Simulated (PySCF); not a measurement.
**Stretching HBr⁺**

Set-up: basis H cc-pVTZ, Br cc-pVTZ-PP with ECP10; scalar-relativistic core potentials; PySCF 2.14. Energies in eV from H + Br⁺ in their ground configurations at the same level. State: ²Π (doublet), unpaired electrons π ↑.

All columns are BP86. A positive dipole points towards Br; it is taken about the centre of mass and depends on that origin.

```
R (Å)  E (eV)  μ (D)  Mulliken charge on H (basis-dependent)  HOMO (eV)  LUMO (eV)  Mayer bond order  ⟨S²⟩
1.253  -3.564  -1.16                                    0.25     -16.51     -16.29              0.98  0.75
1.311  -3.929  -1.24                                    0.25     -16.44     -16.22              0.98  0.75
1.370  -4.144  -1.33                                    0.25     -16.37     -16.16              0.98  0.75
1.413  -4.229  -1.41                                    0.25     -16.32     -16.10              0.97  0.75
1.457  -4.264  -1.49                                    0.26     -16.27     -16.05              0.96  0.75
1.501  -4.257  -1.58                                    0.26     -16.22     -16.00              0.96  0.75
1.559  -4.199  -1.70                                    0.27     -16.15     -15.93              0.95  0.75
1.632  -4.067  -1.86                                    0.29     -16.06     -15.85              0.93  0.75
1.719  -3.852  -2.08                                    0.31     -15.96     -15.74              0.92  0.75
1.836  -3.514  -2.38                                    0.34     -15.82     -15.60              0.89  0.75
```

A fit through these points gives, at Re = 1.471 Å, μ = -1.52 D and dμ/dR = -1.95 D/Å; the reduced mass is 0.9951 u.

Q: How strong is the fundamental in the double-harmonic approximation, I = 42.26·(dμ/dR)²/μred km/mol?

A: I = 42.26·(-1.95)²/0.9951 = 161 km/mol at BP86.

Spin–orbit coupling is left out. For an ion De counts to the pair picked by the measured ionisation energies or electron affinities, which need not be the lowest pair at this level. The state was picked by a PBE0 search and need not be the measured ground state.
